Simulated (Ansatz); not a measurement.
BrH$_{4}$Si$_{2}$, SMILES `[SiH3][SiH]Br` radical. Total charge 0; spin multiplicity 2. The geometry is a stationary point of PBE0-D4/def2-TZVP.

```xyz
7

Si   -0.612    0.243    0.776
Si    0.283   -0.370   -1.291
Br    2.009   -1.746   -0.991
H    -1.065   -0.987    1.473
H    -1.775    1.138    0.534
H     0.389    0.951    1.619
H     0.771    0.771   -2.118
```

**Question.** What is the dipole moment at B3LYP/def2-TZVPP? (An estimate is asked.)

**Answer.** Computed: 1.25 D, with components (-0.95, 0.79, 0.15) D in this frame, pointing from negative to positive charge.

**Question.** And with PBE, r2SCAN, ωB97M-V? (An estimate is asked.)

**Answer.** The calculation gave: PBE 1.09 D, r2SCAN 1.21 D, ωB97M-V 1.33 D.

**Question.** Give the Mulliken charges with B3LYP, ωB97M-V, r2SCAN in def2-TZVPP. (Estimate.)

**Answer.** Computed: 
```
atom  B3LYP  ωB97M-V  r2SCAN
 Si1   0.18     0.07    0.20
 Si2   0.20     0.14    0.22
 Br3  -0.20    -0.18   -0.20
  H4  -0.04     0.00   -0.05
  H5  -0.05    -0.01   -0.06
  H6  -0.04     0.00   -0.05
  H7  -0.04     0.00   -0.05
```

B3LYP here is the variant with VWN-RPA as its local correlation; programs differ in this.
